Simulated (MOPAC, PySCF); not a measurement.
H2FIn, SMILES `[F][InH2]`, neutral singlet in the gas phase. 

Cartesian coordinates (Å):
SMILES: [F][InH2]
```xyz
4

F      1.6215    -0.5033    -0.6319
In    -0.1784     0.0554    -0.0901
H     -0.1388     1.6159     0.5741
H     -1.3043    -1.1680    -0.4274
```
Charge 0, multiplicity 1.

All levels are single points at this geometry (CAM-B3LYP-D3(BJ)/def2-TZVP); Pople sets use spherical d functions. Orbital energies aren't observables, and empty levels follow the basis.

```
level                                     HOMO (eV)  LUMO (eV)  gap (eV)  dipole (D)  vertical IE, Delta-SCF (eV)
----------------------------------------  ---------  ---------  --------  ----------  ---------------------------
CAM-B3LYP-D3(BJ)/def2-TZVP in PySCF          -10.16      -1.07      9.09        3.13                        11.39
PBE-D3(BJ)/def2-TZVP in PySCF                 -7.28      -2.54      4.73        2.86                        10.74
TPSSh-D3(BJ)/def2-TZVP in PySCF               -8.04      -2.08      5.96        2.94                        10.95
B3LYP/6-311+G** (LANL2DZ on In) in PySCF      -8.69      -2.07      6.62        3.71                            –
B3LYP/6-31G* (LANL2DZ on In) in PySCF         -8.21      -1.84      6.37        2.84                        11.05
BP86/6-31G* (LANL2DZ on In) in PySCF          -6.90      -2.39      4.51        2.56                            –
M06-2X/6-31G* (LANL2DZ on In) in PySCF        -9.88      -1.16      8.72        3.10                            –
PBE/6-31G* (LANL2DZ on In) in PySCF           -6.77      -2.35      4.42        2.56                            –
SVWN5/6-31G* (LANL2DZ on In) in PySCF         -6.86      -2.44      4.43        2.62                            –
HF/6-31G* (LANL2DZ on In) in PySCF           -11.98       0.63     12.61        3.53                            –
AM1 in MOPAC                                 -10.81      -1.28      9.52        2.58                            –
PM6 in MOPAC                                 -12.59       1.44     14.03        3.92                            –
PM7 in MOPAC                                 -11.80       1.04     12.84        3.72                            –
```
